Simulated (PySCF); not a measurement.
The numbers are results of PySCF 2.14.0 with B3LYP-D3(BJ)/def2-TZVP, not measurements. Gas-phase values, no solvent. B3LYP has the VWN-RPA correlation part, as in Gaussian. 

Reference species (SMILES): `[F][GaH][F]` (neutral, multiplicity 1).

```yaml
dipole_moment: 2.59 D
LUMO: -1.74 eV
```

Changed species: `[GaH2][F]` (2 of 3 F replaced by H; the reference has 1 of 3 F replaced by H).

Problem. Give the shifts of the dipole moment and LUMO.

Solution. the dipole moment falls by 0.29 D, to 2.30 D; the LUMO decreases by 0.21 eV, to -1.95 eV.
